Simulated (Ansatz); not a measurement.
One change: `[Cl][GeH2][S][GeH3]` becomes `[GeH3][S][GeH3]`.

Ansatz, PBE0-D4/def2-TZVP geometries, multiplicity 1. Each molecule was computed in one conformer, which needn't be the lowest.

Scalar relativity is left out up to krypton.

```
                                      property  `[Cl][GeH2][S][GeH3]`
          HOMO–LUMO gap (PBE0/def2-TZVPP) / eV                   7.04
            HOMO energy (PBE0/def2-TZVPP) / eV                  -7.59
            LUMO energy (PBE0/def2-TZVPP) / eV                  -0.54
             LUMO energy (PBE/def2-TZVPP) / eV                  -1.48
         LUMO energy (ωB97M-V/def2-TZVPP) / eV                   1.38
zero-point energy (PBE0-D4/def2-TZVP) / kJ/mol                  113.3
```

What does the change do to each property? (An estimate is asked.)

The calculation gave: 
```tsv
property	`[GeH3][S][GeH3]`	shift
HOMO–LUMO gap (PBE0/def2-TZVPP) / eV	7.04	0.00
HOMO energy (PBE0/def2-TZVPP) / eV	-7.22	0.37
LUMO energy (PBE0/def2-TZVPP) / eV	-0.17	0.37
LUMO energy (PBE/def2-TZVPP) / eV	-1.04	0.44
LUMO energy (ωB97M-V/def2-TZVPP) / eV	1.63	0.25
zero-point energy (PBE0-D4/def2-TZVP) / kJ/mol	128.1	14.8
```

Positive LUMOs are unbound, so they and the gaps depend on the basis.
